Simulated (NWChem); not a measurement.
System: CHF₂NOSi; SMILES N#CO[SiH](F)F

The following NWChem deck was run.

```
start job
memory heap 200 mb stack 900 mb global 1100 mb
geometry units angstroms noautoz
  N      0.233126    -2.952897    -0.124425
  C     -0.110857    -1.865207     0.086140
  O     -0.519287    -0.675493     0.336570
  Si    -0.006682     0.779595    -0.329765
  F      1.423905     1.127773     0.284286
  F     -1.074402     1.836569     0.198238
  H      0.043961     0.709524    -1.792285
end
basis spherical
  * library 6-31g*
end
dft
  xc mn15
  iterations 150
  mulliken
end
task dft energy
```

Parts of the log:

```
             Northwest Computational Chemistry Package (NWChem) 7.3.0
             --------------------------------------------------------

 C1  symmetry detected

                             Geometry "geometry" -> ""
                             -------------------------

 Output coordinates in angstroms (scale by  1.889725989 to convert to a.u.)

  No.       Tag          Charge          X              Y              Z
 ---- ---------------- ---------- -------------- -------------- --------------
    1 N                    7.0000     0.11253789    -2.98082221    -0.08585414
    2 C                    6.0000    -0.18506977    -1.87696730     0.11078124
    3 O                    8.0000    -0.54257406    -0.66795736     0.34622828
    4 Si                  14.0000     0.02309564     0.75485885    -0.34634599
    5 F                    9.0000     1.47188406     1.05348608     0.25089733
    6 F                    9.0000    -0.99614946     1.86232336     0.17391258
    7 H                    1.0000     0.05829553     0.66090930    -1.80797996

 Effective nuclear repulsion energy (a.u.)     288.9287747779

                                 NWChem DFT Module
                                 -----------------

 Summary of "ao basis" -> "ao basis" (spherical)
 ------------------------------------------------------------------------------
       Tag                 Description            Shells   Functions and Types
 ---------------- ------------------------------  ------  ---------------------
 N                           6-31g*                  6       14   3s2p1d
 C                           6-31g*                  6       14   3s2p1d
 O                           6-31g*                  6       14   3s2p1d
 Si                          6-31g*                  8       18   4s3p1d
 F                           6-31g*                  6       14   3s2p1d
 H                           6-31g*                  2        2   2s

            General Information
            -------------------
          SCF calculation type: DFT
          Wavefunction type:  closed shell.
          No. of atoms     :     7
          No. of electrons :    54
           Alpha electrons :    27
            Beta electrons :    27
          Charge           :     0
          Spin multiplicity:     1
          Use of symmetry is: off; symmetry adaption is: off
          Maximum number of iterations: 150
          AO basis - number of functions:    90
                     number of shells:    40
          Convergence on energy requested:  1.00D-06
          Convergence on density requested:  1.00D-05
          Convergence on gradient requested:  5.00D-04

              XC Information
              --------------
                         MN15 Method XC Functional
                     Hartree-Fock (Exact) Exchange  0.440
                          MN15 Exchange Functional  1.000
                        MN15 Correlation Potential  1.000

             Grid Information
             ----------------
          Grid used for XC integration:  medium
          Radial quadrature: Mura-Knowles
          Angular quadrature: Lebedev.
          Tag              B.-S. Rad. Rad. Pts. Rad. Cut. Ang. Pts.
          ---              ---------- --------- --------- ---------
          N                   0.65       49          11.0       434
          C                   0.70       49          10.0       434
          O                   0.60       49           8.0       434
          Si                  1.10       88           9.0       590
          F                   0.50       49          11.0       434
          H                   0.35       45          10.0       434
          Grid pruning is: on
          Number of quadrature shells:   378
          Spatial weights used:  Erf1

      Superposition of Atomic Density Guess
      -------------------------------------

 Sum of atomic energies:        -654.76854873

      Non-variational initial energy
      ------------------------------

 Total energy =    -656.535550
 1-e energy   =   -1481.788449
 2-e energy   =     536.324124
 HOMO         =      -0.386475
 LUMO         =       0.065886

     ---------------------------------------------
      Total Density - Mulliken Population Analysis
     ---------------------------------------------

    Atom       Charge   Shell Charges
 -----------   ------   -------------------------------------------------------
    1 N    7     7.96   2.00  0.89  2.49  0.96  1.58  0.03
    2 C    6     4.94   2.00  0.69  1.48  0.28  0.41  0.09
    3 O    8     8.63   2.00  0.90  2.97  0.91  1.83  0.01
    4 Si  14    12.25   2.00  2.00  5.97  0.72  0.96  0.18  0.16  0.25
    5 F    9     9.60   2.00  0.95  3.46  1.00  2.18  0.01
    6 F    9     9.59   2.00  0.95  3.46  1.00  2.18  0.01
    7 H    1     1.04   0.45  0.59

   convergence    iter        energy       DeltaE   RMS-Dens  Diis-err
 ---------------- ----- ----------------- --------- --------- ---------
 d= 0,ls=0.0,diis     1   -657.2821201990 -9.46D+02  1.95D-02  2.22D+00
 d= 0,ls=0.0,diis     2   -657.0394301987  2.43D-01  1.30D-02  4.32D+00
 d= 0,ls=0.0,diis     3   -657.4611164307 -4.22D-01  3.50D-03  2.76D-01
 d= 0,ls=0.0,diis     4   -657.4848692999 -2.38D-02  1.26D-03  6.32D-02
 d= 0,ls=0.0,diis     5   -657.4903974193 -5.53D-03  2.12D-04  7.63D-04
  Resetting Diis
 d= 0,ls=0.0,diis     6   -657.4904767600 -7.93D-05  7.49D-05  3.49D-05
 d= 0,ls=0.0,diis     7   -657.4904809487 -4.19D-06  3.77D-05  1.06D-05
 d= 0,ls=0.0,diis     8   -657.4904801483  8.00D-07  2.08D-05  2.15D-05
 d= 0,ls=0.0,diis     9   -657.4904819677 -1.82D-06  3.59D-06  2.62D-07
 d= 0,ls=0.0,diis    10   -657.4904819912 -2.35D-08  2.43D-06  4.21D-08

         Total DFT energy =     -657.490481991180
      One electron energy =    -1482.998968995685
           Coulomb energy =      599.359621280232
    Exchange-Corr. energy =      -62.779909053664
 Nuclear repulsion energy =      288.928774777937

 Numeric. integr. density =       53.999996896960

                       DFT Final Molecular Orbital Analysis
                       ------------------------------------

 Vector   25  Occ=2.000000D+00  E=-4.178145D-01
              MO Center=  1.6D-01, -3.1D+00, -1.2D-01, r^2= 8.5D-01
   Bfn.  Coefficient  Atom+Function         Bfn.  Coefficient  Atom+Function
  ----- ------------  ---------------      ----- ------------  ---------------
     4      0.464826  1 N  py                 6     -0.396378  1 N  s
     8      0.264439  1 N  py                 2     -0.262943  1 N  s
    18     -0.199087  2 C  py                16      0.168771  2 C  s
     3     -0.134182  1 N  px                 1      0.121884  1 N  s
     5      0.090490  1 N  pz                20      0.089793  2 C  s

 Vector   26  Occ=2.000000D+00  E=-3.667705D-01
              MO Center= -1.0D-01, -2.2D+00,  4.0D-02, r^2= 1.8D+00
   Bfn.  Coefficient  Atom+Function         Bfn.  Coefficient  Atom+Function
  ----- ------------  ---------------      ----- ------------  ---------------
     3      0.307229  1 N  px                 5     -0.292600  1 N  pz
    17      0.247664  2 C  px                19     -0.233828  2 C  pz
    31     -0.212856  3 O  px                33      0.200868  3 O  pz
     7      0.184682  1 N  px                 9     -0.175802  1 N  pz
    35     -0.160572  3 O  px                37      0.151645  3 O  pz

 Vector   27  Occ=2.000000D+00  E=-3.592596D-01
              MO Center= -9.3D-02, -2.1D+00,  4.3D-02, r^2= 1.8D+00
   Bfn.  Coefficient  Atom+Function         Bfn.  Coefficient  Atom+Function
  ----- ------------  ---------------      ----- ------------  ---------------
     5      0.329969  1 N  pz                 3      0.308650  1 N  px
    33     -0.242185  3 O  pz                19      0.240141  2 C  pz
    17      0.224633  2 C  px                31     -0.219700  3 O  px
     9      0.198015  1 N  pz                37     -0.196948  3 O  pz
     7      0.184906  1 N  px                35     -0.177126  3 O  px

 Vector   28  Occ=0.000000D+00  E= 4.260230D-02
              MO Center=  2.3D-01,  1.8D-01, -4.7D-01, r^2= 3.8D+00
   Bfn.  Coefficient  Atom+Function         Bfn.  Coefficient  Atom+Function
  ----- ------------  ---------------      ----- ------------  ---------------
    54      0.850436  4 Si py                 6      0.536662  1 N  s
    52     -0.534297  4 Si s                 20     -0.502061  2 C  s
    34      0.459276  3 O  s                 50      0.442721  4 Si py
    22      0.349737  2 C  py                 8      0.243828  1 N  py
    90      0.212895  7 H  s                 80     -0.203629  6 F  s

 Vector   29  Occ=0.000000D+00  E= 5.521263D-02
              MO Center= -2.9D-01,  2.7D-01, -4.6D-01, r^2= 4.1D+00
   Bfn.  Coefficient  Atom+Function         Bfn.  Coefficient  Atom+Function
  ----- ------------  ---------------      ----- ------------  ---------------
    53      0.769624  4 Si px                49      0.502363  4 Si px
    66     -0.336612  5 F  s                 80      0.292080  6 F  s
    34      0.279143  3 O  s                 52     -0.233105  4 Si s
     9      0.215809  1 N  pz                 6      0.185966  1 N  s
    22      0.183315  2 C  py                23     -0.183917  2 C  pz

 Vector   30  Occ=0.000000D+00  E= 5.983107D-02
              MO Center=  1.5D-01,  8.5D-01, -1.7D-01, r^2= 3.9D+00
   Bfn.  Coefficient  Atom+Function         Bfn.  Coefficient  Atom+Function
  ----- ------------  ---------------      ----- ------------  ---------------
    52      0.993372  4 Si s                 90     -0.540665  7 H  s
    20      0.457775  2 C  s                 48      0.453558  4 Si s
    66     -0.426027  5 F  s                 34     -0.397197  3 O  s
    80     -0.387519  6 F  s                 54      0.307466  4 Si py
    44     -0.215298  4 Si s                 67      0.191846  5 F  px

     ---------------------------------------------
      Total Density - Mulliken Population Analysis
     ---------------------------------------------

    Atom       Charge   Shell Charges
 -----------   ------   -------------------------------------------------------
    1 N    7     7.26   2.00  0.83  2.28  0.84  1.26  0.05
    2 C    6     5.63   2.00  0.66  2.02  0.23  0.64  0.08
    3 O    8     8.50   2.00  0.85  3.02  0.95  1.66  0.02
    4 Si  14    12.85   2.00  1.99  5.97  0.80  1.42  0.08  0.17  0.42
    5 F    9     9.35   2.00  0.89  3.36  1.05  2.04  0.01
    6 F    9     9.35   2.00  0.89  3.36  1.05  2.04  0.01
    7 H    1     1.06   0.53  0.54

     -------------------------------------------
      Total Density - Lowdin Population Analysis
     -------------------------------------------

    Atom       Charge   Shell Charges
 -----------   ------   -------------------------------------------------------
    1 N    7     7.14   1.99  0.75  2.13  0.68  1.51  0.08
    2 C    6     5.97   1.98  0.51  1.79  0.35  1.14  0.20
    3 O    8     8.20   1.99  0.79  2.85  0.63  1.89  0.05
    4 Si  14    13.21   2.00  1.96  5.88  0.56  1.34  0.31  0.54  0.63
    5 F    9     9.22   1.99  0.90  3.22  0.86  2.23  0.02
    6 F    9     9.22   1.99  0.90  3.22  0.86  2.22  0.02
    7 H    1     1.04   0.51  0.53

     Multipole analysis of the density
     ---------------------------------

     L   x y z        total         alpha         beta         nuclear
     -   - - -        -----         -----         ----         -------
     0   0 0 0     -0.000000    -27.000000    -27.000000     54.000000

     1   1 0 0     -0.145113     -0.072557     -0.072557     -0.000000
     1   0 1 0      1.194662      0.597331      0.597331      0.000000
     1   0 0 1     -0.466976     -0.233488     -0.233488     -0.000000

     2   2 0 0    -29.423128    -70.221840    -70.221840    111.020552
     2   1 1 0      1.176077      0.271860      0.271860      0.632357
     2   1 0 1      0.052059      0.287479      0.287479     -0.522900
     2   0 2 0    -38.074256   -262.800441   -262.800441    487.526627
     2   0 1 1     -1.592080      0.753140      0.753140     -3.098361
     2   0 0 2    -26.906499    -25.721906    -25.721906     24.537313
```

Level: MN15/6-31G* (spherical d). All runs use the structure optimised with PBE0/def2-SVP.
